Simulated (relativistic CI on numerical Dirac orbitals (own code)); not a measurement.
Mn⁴⁺ in a cubic cluster: 1s photoemission with charge transfer

Computed with a charge-transfer multiplet model of a cubic metal-ligand cluster with up to 2 ligand holes, Slater and spin-orbit integrals from Dirac-Coulomb-Breit ions, Slater integrals scaled by 0.9. The ground state mixes d3 with configurations of k ligand holes L, whose averages lie at kΔ + k(k − 1)U_dd/2; a core hole lowers each added d electron by U_cd. 300 K, Lorentzian 1.1 eV and Gaussian 0.6 eV FWHM.

Atomic integrals in eV (Slater integrals scaled, ζ unscaled), ground: F2dd 11.113, F4dd 6.992, zeta_d 0.050; with the core hole: F2dd 12.558, F4dd 7.930, zeta_d 0.073, G2cd 0.070.

Cluster parameters (eV): Δ = 0.2, U_dd = 5.3, U_cd = 6.1, 10Dq(ligand) = 0.3, V(eg) = 2.05, V(t2g) = -0.98, final-state hopping factor = 1.

| Case | n_d | d3 | d4L | d5L2 | S |
| --- | --- | --- | --- | --- | --- |
| 10Dq = 1.15 eV | 3.84 | 0.30 | 0.57 | 0.14 | 1.50 |
| 10Dq = 1.45 eV | 3.82 | 0.31 | 0.56 | 0.13 | 1.50 |
| 10Dq = 1.75 eV | 3.81 | 0.32 | 0.55 | 0.13 | 1.50 |

Weights, n_d and S are thermal averages at 300 K. Binding energies count from the first peak over 30 % of the highest in each spectrum, which can be another peak from case to case. The parameters are a model scan and need not match a compound or its usual spin state. Peaks in eV (height, largest 100):
- 10Dq = 1.15 eV: 0.0 (100), 3.6 (22), 9.5 (8), 11.4 (8)
- 10Dq = 1.45 eV: 0.0 (100), 3.4 (20), 9.6 (8), 11.4 (8)
- 10Dq = 1.75 eV: 0.0 (100), 3.3 (18), 9.7 (9), 11.4 (8)

Curve for 10Dq = 1.75 eV (points under 2 left out, the grid thinned):

E (eV), Intensity and a bar:
```
     -3.9        2.4 
     -3.5        3.0 
     -3.1        3.8 
     -2.7        4.9 #
     -2.3        6.6 #
     -1.9        9.5 ##
     -1.5       14.7 ####
     -1.1       25.3 #######
     -0.8       40.8 ############
     -0.4       75.1 ######################
      0.0      100.0 ##############################
      0.4       78.7 #######################
      0.8       43.7 #############
      1.2       24.0 #######
      1.6       15.2 ####
      2.0       11.7 ###
      2.4       11.4 ###
      2.8       14.3 ####
      3.2       17.6 #####
      3.6       15.6 ####
      4.0       11.4 ###
      4.4        9.9 ##
      4.7        9.6 ##
      5.1        7.8 ##
      5.5        5.8 #
      5.9        4.9 #
      6.3        4.8 #
      6.7        4.5 #
      7.1        4.0 #
      7.5        3.8 
      7.9        3.8 #
      8.3        4.2 #
      8.7        5.1 #
      9.1        7.0 #
      9.5        8.5 ##
      9.9        8.5 ##
     10.3        7.6 ##
     10.6        7.1 ##
     11.0        7.3 ##
     11.4        7.7 ##
     11.8        7.3 ##
     12.2        6.3 #
     12.6        4.9 #
     13.0        3.3 
     13.4        2.2
```

For the case 10Dq = 1.45 eV, Δ = 0.2 eV is smaller than U_dd = 5.3 eV, the charge-transfer side of the Zaanen-Sawatzky-Allen scheme. With the core hole the average of the configuration with one ligand hole lies at Δ − U_cd = -5.9 eV before mixing: it lies below the unscreened one, so the lowest final states are mostly screened and the unscreened weight appears at higher binding energy as a satellite.

With at most 2 ligand holes the space is cut while the next configuration still counts, so covalency is underestimated, and a final configuration with one more ligand hole, which can lie low, is missing from the spectra.
